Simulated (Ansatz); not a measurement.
Pb2O2. Total charge 0; singlet. Geometry PBE0-D4/def2-SVP, basis def2-TZVP, Ansatz.

Cartesian coordinates in Å:
```
Pb -0.935 1.411 0.228
Pb 1.644 -0.124 0.446
O -0.552 -0.881 0.324
O -0.157 -0.406 -0.998
```

| run | HOMO (eV) | LUMO (eV) |
| --- | --- | --- |
| A | -4.04 | -3.03 |
| B | -6.77 | -0.42 |
| C | -4.21 | -2.92 |
| D | -4.79 | -2.36 |

In the def2 sets Pb takes a core potential; there is no spin–orbit coupling. LC-ωPBE has ω = 0.4 bohr⁻¹. The structure holds 1 bond(s) between oxygen atoms. Another isomer (singlet) lies 3.07 eV lower at PBE0-D4/def2-TZVP; other spin states weren't run for this one.

Task: The runs used LC-ωPBE, PBE, PBE0, r2SCAN. Estimate which is which.

Result: A PBE (0 % exact exchange); B LC-ωPBE (range-separated); C r2SCAN (0 % exact exchange); D PBE0 (25 % exact exchange). Exact exchange lowers occupied and raises empty levels; among semilocal functionals meta-GGAs tend to open the gap a little, and such runs are hard to tell apart. The gap grows from 1.02 eV (PBE) to 6.35 eV (LC-ωPBE). The restricted singlet is unstable towards broken spin symmetry in Hartree–Fock (as tested in another run); at PBE-D4/def2-TZVP, LC-ωPBE/def2-TZVP, r2SCAN-D4/def2-TZVP, PBE0-D4/def2-TZVP this wasn't settled.
